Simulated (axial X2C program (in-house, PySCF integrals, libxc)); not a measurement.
# AgSi⁺: cheaper levels and CCSD(T), 2c

Computed with an in-house all-electron X2C program for linear molecules (integrals from PySCF). Two-component (2c) means X2C with spin–orbit coupling and atomic mean-field two-electron Coulomb and Gaunt terms. Basis: Ag dyall-cv3z [12s12p8d5f3g], Si dyall-v3z [8s7p2d1f] (cores contracted in-house); Gaussian nuclei, density fitting, unrestricted open shells. Masses: Ag 106.905 u, Si 27.977 u.

State: Ω = 0 (closed shell); fragments Ag+ + Si.

```csv
level,Re (Å),ωe (cm⁻¹),De (eV)
PBE0,2.380,293.8,2.17
HF,2.625,213.4,0.411
MP2,2.340,304.3,2.10
CCSD,2.425,268.4,1.94
BP86,2.343,316.5,2.82
```

Correlated methods: 14 electrons correlated (number of frozen shells: Ag 4 s, 3 p, 1 d; Si 2 s, 1 p), 250 virtual spin orbitals or spinors in MP2, 90 natural virtuals in coupled cluster.

CCSD(T), same Hamiltonian and basis:

Re = 2.394 Å, ωe = 278.7 cm⁻¹; T1 = 0.019 (Lee–Taylor normalisation).

Q: Give the differences from CCSD(T) in the columns below.

A: 

```csv
level,ΔRe (Å),Δωe (cm⁻¹)
PBE0,-0.014,15.1
HF,0.231,-65.3
MP2,-0.054,25.6
CCSD,0.031,-10.3
BP86,-0.051,37.8
```

The state is one determinant whose occupation by symmetry is held fixed; it was picked as the lowest of a PBE0 search that is not exhaustive. Closed shells are restricted here (equal orbitals for both partners); the stretched side of such a curve lies too high. Dissociation energies refer to the lowest single-determinant-based atoms at the same level and basis. De is not given where an atomic determinant may have missed its ground term or J level, or where the truncated virtual space spoils (T). CCSD and (T) use frozen natural virtuals with an MP2 correction for the truncation; (T) itself is uncorrected, so its De runs slightly low. In 2c an atomic determinant is not the ground J level, so De misses part of the atomic spin–orbit lowering. This holds for PBE0, MP2, CCSD, BP86. Other states lie close and PBE0, whose exact exchange favours high spin, may order them wrongly; the determinant shown need not be the ground state. The nearest other 2c determinant of the search, Ω = 2, lies 0.40 eV up at the distance of the search. The functionals have no current-density term, which raises determinants with orbital currents, atoms included.
